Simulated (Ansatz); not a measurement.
Cost and result up the ladder for arachno-B4H10 (B₄H₁₀) (14 atoms). Total charge 0; singlet. Geometry: PBE0-D4/def2-SVP.

```xyz
14

B     0.7610   -0.9723    0.7274
B     0.7655    0.5942   -0.2449
B    -0.8740    0.3954   -1.0647
B    -0.5950    0.2766    0.7540
H     1.4745   -0.9758    1.6981
H     1.3610    1.6078   -0.0147
H    -1.3878    1.4186   -1.4392
H    -0.8318    1.0959    1.5952
H     1.5520   -0.4053   -0.3007
H    -0.5543   -0.8969    1.2457
H     0.4756    0.4952   -1.4806
H    -1.6307    0.0035    0.0658
H     0.5775   -2.0175    0.1451
H    -1.0937   -0.6195   -1.6866
```

Ansatz on 4 threads of Arm Neoverse V2 on a shared host. Times are rough, and most runs start from the orbitals of an earlier one. ωB97M-V/def2-TZVP serves as the yardstick here, not as an exact answer. Differences are given only for rows in sets of like size (and for xTB, whose basis is part of the method), since another set adds its own error. Binding counts from free atoms at the same level (B doublet, H doublet; other spins of the atoms weren't run), without zero-point energy or a counterpoise term.

B3LYP takes the VWN-RPA correlation. Correlated methods freeze 4 core orbitals.

Correlated methods converge slowly with the basis.

```
                          level  functions  wall time
                      HF/STO-3G         30      0.1 s
                 B3LYP-D4/6-31G         56      0.5 s
                PBE-D4/def2-SVP        106     0.75 s
               PBE0-D4/def2-SVP        106     0.75 s
                  MP2/def2-TZVP        184      1.1 s
            revPBE-D4/def2-TZVP        184      1.2 s
              BLYP-D4/def2-TZVP        184      1.3 s
             BHLYP-D4/def2-TZVP        184      1.4 s
         CAM-B3LYP-D4/def2-TZVP        184      1.6 s
              PBE-D4/def2-TZVPD        238        2 s
PBE0-D4/def2-TZVP (with forces)        184      2.1 s
           r2SCAN-D4/def2-TZVPD        238      3.9 s
              ωB97M-V/def2-TZVP        184      4.8 s
             CCSD(T)/def2-TZVPP        264    5.5 min
```

Problem. Estimate what each level gives for the binding energy per atom (eV).

Solution. 
```tsv
level	binding energy per atom (eV)	difference from ωB97M-V/def2-TZVP (eV)
HF/STO-3G	3.70	–
B3LYP-D4/6-31G	3.40	–
PBE-D4/def2-SVP	3.49	–
PBE0-D4/def2-SVP	3.49	–
MP2/def2-TZVP	3.31	-0.12
revPBE-D4/def2-TZVP	3.41	-0.02
BLYP-D4/def2-TZVP	3.39	-0.04
BHLYP-D4/def2-TZVP	3.38	-0.05
CAM-B3LYP-D4/def2-TZVP	3.45	0.01
PBE-D4/def2-TZVPD	3.48	0.04
PBE0-D4/def2-TZVP (with forces)	3.46	0.02
r2SCAN-D4/def2-TZVPD	3.48	0.04
ωB97M-V/def2-TZVP	3.44	0.00
CCSD(T)/def2-TZVPP	3.35	-0.09
```
